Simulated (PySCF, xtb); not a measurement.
TeCl4, SMILES Cl[Te](Cl)(Cl)Cl.

Harmonic wavenumbers (cm⁻¹) from xtb 6.7.1 with GFN2-xTB at its own minimum, in rising order: 43, 100, 135, 156, 161, 267, 306, 334, 358.

Task: What does PBE-D3(BJ)/def2-SVP (PySCF) give at its own minimum? (An estimate is asked for; the answer gives what the named calculation found.)

Result: 61, 76, 123, 123, 143, 288, 334, 345, 349. Paired by order, the mean absolute difference is 20 cm⁻¹ and the zero-point energies are 2.7 and 2.6 kcal/mol.
